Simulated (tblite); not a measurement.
Compound: C5H11NSeSi2.
Atom-mapped SMILES: `[CH3:1][Se:2][SiH2:3]/[CH:4]=[CH:5]/[SiH2:6][CH2:7][C:8]#[N:9]` (hydrogens: H10, H11, H12 on C1; H13, H14 on Si3; H15 on C4; H16 on C5; H17, H18 on Si6; H19, H20 on C7)

Computed with GFN2-xTB (tblite), gas phase: L-BFGS steps from a force-field or distance-geometry start until the largest atomic force falls under 0.01 eV/Å.

Step 94: E = -702.2288 eV
```
atom  x, y, z in Å  |  force x, y, z in eV/Å
C1     -1.5188    0.2478    2.2236    0.004  -0.024   0.012
Se2    -1.2193   -1.6857    2.3341   -0.010  -0.029   0.008
Si3    -1.6239   -2.2181    0.1556   -0.012  -0.006  -0.003
C4     -0.4389   -1.2553   -0.9564    0.016  -0.023   0.002
C5      0.7924   -0.8929   -0.6000   -0.008   0.022   0.001
Si6     1.9529    0.1637   -1.6415   -0.007   0.002   0.012
C7      1.3829    2.0054   -1.4853    0.017  -0.016   0.029
C8      0.9459    2.2746   -0.1560   -0.011  -0.014  -0.004
N9      0.5864    2.4438    0.9182    0.004   0.011  -0.003
H10    -2.4086    0.4420    1.6310   -0.020  -0.032   0.023
H11    -1.6614    0.6044    3.2394    0.006   0.020   0.000
H12    -0.6529    0.7299    1.7774    0.004   0.019   0.006
H13    -1.4443   -3.6652    0.0645    0.022   0.039   0.002
H14    -2.9929   -1.8236   -0.1868   -0.029   0.007   0.002
H15    -0.8071   -0.9722   -1.9340    0.000   0.010  -0.054
H16     1.1370   -1.1920    0.3860    0.010   0.035  -0.005
H17     3.3252    0.0820   -1.1399    0.011  -0.019   0.011
H18     1.8712   -0.1756   -3.0654   -0.008   0.011   0.000
H19     2.2084    2.6753   -1.7244    0.022   0.019  -0.033
H20     0.5609    2.2225   -2.1687   -0.010  -0.034  -0.008
```

Step 95: E = -702.2300 eV
```
atom  x, y, z in Å  |  force x, y, z in eV/Å
C1     -1.5099    0.2470    2.2307   -0.005  -0.012   0.012
Se2    -1.2175   -1.6885    2.3312   -0.012  -0.013  -0.009
Si3    -1.6262   -2.2147    0.1522   -0.033  -0.029  -0.030
C4     -0.4378   -1.2597   -0.9635    0.008   0.007   0.017
C5      0.7877   -0.8861   -0.5989   -0.010   0.004  -0.003
Si6     1.9543    0.1617   -1.6410   -0.015   0.024   0.023
C7      1.3856    2.0045   -1.4851    0.003  -0.012   0.014
C8      0.9320    2.2723   -0.1607    0.021   0.007   0.026
N9      0.5642    2.4446    0.9104    0.008  -0.001  -0.043
H10    -2.3986    0.4501    1.6394   -0.018  -0.045   0.014
H11    -1.6550    0.5954    3.2486    0.009   0.029   0.019
H12    -0.6430    0.7336    1.7906    0.000  -0.001   0.007
H13    -1.4447   -3.6631    0.0616    0.012   0.060   0.004
H14    -2.9966   -1.8216   -0.1953    0.008   0.000   0.019
H15    -0.7990   -0.9843   -1.9463    0.001  -0.010  -0.044
H16     1.1250   -1.1729    0.3931    0.010   0.029  -0.001
H17     3.3246    0.0730   -1.1365    0.018  -0.013   0.009
H18     1.8698   -0.1789   -3.0638   -0.004   0.010  -0.010
H19     2.2106    2.6772   -1.7200    0.018   0.004  -0.003
H20     0.5695    2.2212   -2.1753   -0.021  -0.038  -0.020
```

**Question.** Estimate the geometry and energy of step 96. (The exact step hangs on the optimiser's Hessian estimate; all steps are aligned on step 95, rigid shifts and turns removed.)

**Answer.** E = -702.2308 eV, largest force 0.099 eV/Å
```
atom  x, y, z in Å  |  force x, y, z in eV/Å
C1     -1.5031    0.2429    2.2350   -0.007  -0.005   0.018
Se2    -1.2094   -1.6927    2.3285   -0.013  -0.009  -0.015
Si3    -1.6284   -2.2130    0.1495   -0.037  -0.028  -0.035
C4     -0.4369   -1.2641   -0.9686    0.003   0.027   0.028
C5      0.7834   -0.8803   -0.5972   -0.009  -0.003  -0.004
Si6     1.9552    0.1618   -1.6387   -0.009   0.024   0.022
C7      1.3889    2.0054   -1.4861    0.003  -0.011  -0.001
C8      0.9226    2.2735   -0.1663    0.015   0.034   0.082
N9      0.5457    2.4499    0.9014    0.025  -0.016  -0.094
H10    -2.3917    0.4478    1.6446   -0.019  -0.046   0.006
H11    -1.6509    0.5868    3.2540    0.015   0.030   0.022
H12    -0.6367    0.7338    1.7981   -0.005  -0.009   0.008
H13    -1.4548   -3.6624    0.0591    0.013   0.060   0.000
H14    -2.9987   -1.8133   -0.1930    0.019   0.000   0.022
H15    -0.7921   -0.9945   -1.9553   -0.002  -0.027  -0.042
H16     1.1139   -1.1567    0.4001    0.013   0.024  -0.002
H17     3.3249    0.0665   -1.1329    0.013  -0.008   0.008
H18     1.8710   -0.1803   -3.0612   -0.003   0.009  -0.010
H19     2.2142    2.6797   -1.7169    0.011  -0.009   0.011
H20     0.5779    2.2201   -2.1827   -0.026  -0.034  -0.024
```

The energy changes by -0.0008 eV. The first-order estimate −F·Δx gives -0.0010 eV and the mean of the old and new forces, exact on a quadratic surface, -0.0008 eV. The step makes an angle of 82° with the force vector and moves no atom by more than 0.021 Å.

The cost below is that of the whole relaxation. On one thread of an Intel Xeon at 2.50 GHz, on a shared host, this took 5.9 s.
